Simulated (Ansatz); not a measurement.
The same path of C₂H₇AsSi (11 atoms, charge 0, multiplicity 1) was run twice with different band settings. Lost on the way: Si4–H11. Made: As2–H11.

These are results of RKS B3LYP/def2-SVP (Ansatz), not measurements.

Relaxed end points:

```xyz
11
Properties=species:S:1:pos:R:3
C -1.122 1.402 -0.074
As 0.379 0.760 1.085
C 0.152 -1.254 0.708
Si 1.409 -0.616 -0.513
H -2.045 1.411 0.526
H -0.902 2.430 -0.397
H -1.278 0.775 -0.963
H 0.504 -1.870 1.544
H -0.851 -1.546 0.373
H 2.821 -1.037 -0.330
H 0.999 -0.513 -1.938
```

```xyz
11
Properties=species:S:1:pos:R:3
C -1.193 1.325 -0.315
As 0.645 0.605 -0.254
C 0.288 -1.285 0.408
Si 1.266 -1.779 -1.160
H -1.714 1.171 0.639
H -1.153 2.399 -0.553
H -1.731 0.806 -1.121
H 0.695 -1.415 1.420
H -0.794 -1.477 0.390
H 2.643 -1.569 -0.516
H 1.112 1.162 1.082
```

Common settings: spring 5.0 eV/Å²; optimiser quadratic models (default); start path through a guess of the saddle point; force threshold 0.05 eV/Å; iteration limit 60; end points relaxed.

| run | movable images | climbing image |
| --- | --- | --- |
| 1 | 7 | yes |
| 2 | 2 | no |

**Question.** What does each run give, and how far can it be trusted?

**Answer.** Run 1: converged after 26 iterations, highest image 2.055 eV above the first end. A vibrational analysis at the climbing image gives one clearly imaginary mode, 475i cm⁻¹: a first-order saddle point.
Run 2: converged after 12 iterations, highest image 1.281 eV above the first end. No image climbed, so the highest image needn't sit at the top of the path. A band with more images between the same ends climbed to 2.05 eV, so this one has probably stepped over the top. So few images can step over the top or miss a turn of the path.
The orbitals stay closed-shell, which can raise the energy where a bond breaks towards radicals; this wasn't checked here.
